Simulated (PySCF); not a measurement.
# Yb(NH2)3 at several levels of theory

Computed with PySCF 2.14.0 (density fitting, no spin-orbit coupling) at the geometry relaxed with BP86:

```xyz
10
Yb(NH2)3 (singlet in the valence; each metal's 4f electrons, 13 of them, lie in its core potential, out of spins and levels)
Yb   -0.0039    0.0105   -0.0376
N     2.1262    0.0040   -0.2354
H     2.7696    0.8092   -0.2423
H     2.7325   -0.8249   -0.3235
N    -1.0633    1.8539    0.2163
H    -2.0776    1.9758    0.3564
H    -0.6745    2.8082    0.2417
N    -1.0638   -1.8483   -0.0032
H    -2.0780   -1.9921    0.1112
H    -0.6671   -2.7961   -0.0835
```

```
 level                                              basis    state  HOMO (eV)  gap (eV)  charge on Yb1 (e)  population of f-type functions on Yb1 (polarisation alone where 4f lies in the core)  dipole about the centre of mass (D)  largest force component (eV/Å)
  BP86  Yb lcecp-1-SVP with ECP59, N def2-SVP, H def2-SVP  singlet      -4.89      3.06               0.70                                                                                  0.04                                 0.08                            0.02
r2SCAN                                           the same  singlet      -5.06      3.64               0.87                                                                                  0.04                                 0.08                            0.37
 wB97X                                           the same  singlet      -8.65      9.20               0.90                                                                                  0.04                                 0.09                            0.53
  PBE0                                           the same  singlet      -6.14      5.07               0.90                                                                                  0.04                                 0.08                            0.45
   PBE                                           the same  singlet      -4.78      2.99               0.69                                                                                  0.04                                 0.07                            0.06
```

In the lcecp rows the 4f levels are missing from HOMO and gap, and the state counts the valence alone.

Charges are Mulliken's, which hang on the basis. The relaxation used the grid (50, 194), these runs (75, 302) or, all-electron (x2c bases, spin-free X2C Hamiltonian), (99, 590).

What does BP86 with Yb lcecp-1-TZVP with ECP59, N def2-TZVP, H def2-TZVP give here?

state singlet, HOMO (eV) -5.10, gap (eV) 3.21, charge on Yb1 (e) 1.47, population of f-type functions on Yb1 (polarisation alone where 4f lies in the core) 0.04, dipole about the centre of mass (D) 0.09, largest force component (eV/Å) 0.48. Time: 15 s on 2 threads of Arm Neoverse V1, with other jobs on the host, from free ions and atoms.

In the first row's basis the gap widens with exact exchange: 3.0 to 3.6 eV for PBE, BP86, r2SCAN (none); 5.1 eV for PBE0 (a fixed share); 9.2 eV for wB97X (rising or full at long range).

An lcecp potential fixes the number of 4f electrons, so in runs with it no electron can move into or out of that shell.
